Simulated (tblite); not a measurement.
A tight-binding relaxation on `C#C[C@]1(C)[CH][GeH2][NH]1` [radical].

Computed with GFN2-xTB geometry optimisation, gas phase (tblite 0.8.0). Start geometry: from a force field or distance geometry. The input is one job of a driver script: a line of settings, then coordinates in Å.

Command:
```bash
OMP_NUM_THREADS=1 python probes_run.py task.json out
```

Input:
```
{"job": {"kind": "relax", "xc": "GFN2-xTB", "basis": "xTB"}, "charge": 0, "multiplicity": 2}
C     -0.319700     2.399300    -0.131300
C     -0.352600     1.182700    -0.172800
C     -0.359500    -0.283200    -0.220400
C     -1.745900    -0.847400    -0.403100
C      0.500300    -0.889600     0.849700
Ge     1.994100    -0.284000    -0.189700
N      0.546700    -0.842500    -1.198500
H     -0.293700     3.467800    -0.110200
H     -2.542300    -0.104000    -0.154500
H     -1.868300    -1.227800    -1.424500
H     -1.870400    -1.724500     0.268400
H      0.397300    -0.469300     1.864600
H      2.214500     1.232200    -0.049500
H      3.216100    -1.188000    -0.311600
H      0.479000    -0.413600    -2.144100
```

What does the run print?

```
step      E/eV     max force
  0    -527.88824    4.184
  1    -528.20765    3.613
  2    -528.29390    5.194
  3    -528.57849    1.979
  4    -528.72569    1.008
  5    -528.79277    0.731
  6    -528.82982    0.512
  7    -528.85457    0.504
  8    -528.87978    0.524
  9    -528.90789    0.486
... (75 lines left out)
 85    -529.25965    0.035
 86    -529.25977    0.023
 87    -529.25985    0.025
 88    -529.25995    0.034
 89    -529.26008    0.034
 90    -529.26021    0.021
 91    -529.26029    0.013
 92    -529.26032    0.014
 93    -529.26034    0.014
 94    -529.26035    0.009
```

«max force» is the largest atomic force in eV/Å.

From which step on does the largest force stay under 0.1 eV/Å, and how much energy is left to gain from there?

From step 68 (0.095 eV/Å), 7.6 meV above the end.

Summary of the converged run: energy lowered by 31.6 kcal/mol over 94 steps; largest atomic force 0.009 eV/Å at the end.

Where do the atoms end?

0.686 Å rms from the input after alignment:
```
atom  x, y, z in Å
C1    -0.8843    2.5293   -0.2831
C2    -0.6537    1.3537   -0.2619
C3    -0.2935   -0.0558   -0.2430
C4    -1.5625   -0.9080   -0.3573
C5     0.5402   -0.3292    0.9734
Ge6    2.0995   -0.6274   -0.1043
N7     0.7009   -0.4178   -1.2724
H8    -1.1135    3.5534   -0.3066
H9    -2.2318   -0.6933    0.4724
H10   -2.0708   -0.6874   -1.2932
H11   -1.2845   -1.9584   -0.3405
H12    0.2008   -0.1620    1.9790
H13    3.2429    0.3768   -0.0993
H14    2.6976   -2.0111   -0.2274
H15    0.6081    0.0450   -2.1633
```

The run took 0.46 s of wall time on an Arm Neoverse V2 with one thread, shared host.
Labels such as C1 count atoms from 1, the log's own numbers from 0.
